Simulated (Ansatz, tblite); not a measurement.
Dissociation curve of SMILES [CH3][Sn]([CH3])([CH3])[CH3]. The C1–H17 bond (C1 also carries H, H, Sn; H17 carries nothing else) is stretched with both fragments frozen at the PBE0/def2-SVP, def2 effective core potentials past Kr optimised geometry.

- RKS-B3LYP = Ansatz (a program for electronic structure) with restricted B3LYP/def2-SVP, def2 effective core potentials past Kr
- RKS-PBE0 = restricted PBE0/def2-SVP, def2 effective core potentials past Kr (Ansatz)
- GFN2-xTB, 300 K electronic temperature (tblite)
- UKS-PBE0 = unrestricted PBE0/def2-SVP, def2 effective core potentials past Kr run with Ansatz
- UKS-B3LYP = Ansatz with unrestricted B3LYP/def2-SVP, def2 effective core potentials past Kr

Energies are in mEh, each relative to the lowest point of its own curve near equilibrium.

```
R / Å  RKS-B3LYP  RKS-PBE0  GFN2-xTB  UKS-PBE0  UKS-B3LYP
-----  ---------  --------  --------  --------  ---------
0.91        32.8      33.1       [?]      33.1       32.8
0.97        13.5      13.6       [?]      13.6       13.5
1.02         4.7       4.7       2.7       4.7        4.7
1.08         0.3       0.3       0.0       0.3        0.3
1.10         0.0       0.0       [?]       0.0        0.0
1.14         0.9       0.9       [?]       0.9        0.9
1.17         2.6       2.7       [?]       2.7        2.6
1.23         8.0       8.3       9.4       8.3        8.0
1.33        21.1      21.9      22.0      21.9       21.1
1.44        38.7      40.1      37.9      40.1       38.7
1.62        69.2      71.8      65.3      71.8       69.2
1.81        99.9     103.9      92.7     103.9       99.9
2.04       132.3     138.0     121.5     137.8      132.3
2.29       161.2     168.5     146.6     159.6      155.7
2.71       196.7     206.5     176.1     173.7      172.5
3.21       223.7     235.5     195.3     178.2      178.6
```

**Question.** Complete the blanks.

**Answer.** 
- 0.91, GFN2-xTB: 26.6
- 0.97, GFN2-xTB: 9.8
- 1.10, GFN2-xTB: 0.1
- 1.14, GFN2-xTB: 1.7
- 1.17, GFN2-xTB: 3.7

The restricted form behind RKS-B3LYP, RKS-PBE0 keeps the bonding electrons paired and can't separate into open-shell fragments. The unrestricted determinant behind UKS-PBE0, UKS-B3LYP is spin-contaminated at 2.04 to 3.21 Å (<S²> up to 1.0, against 0.00 for a pure singlet).
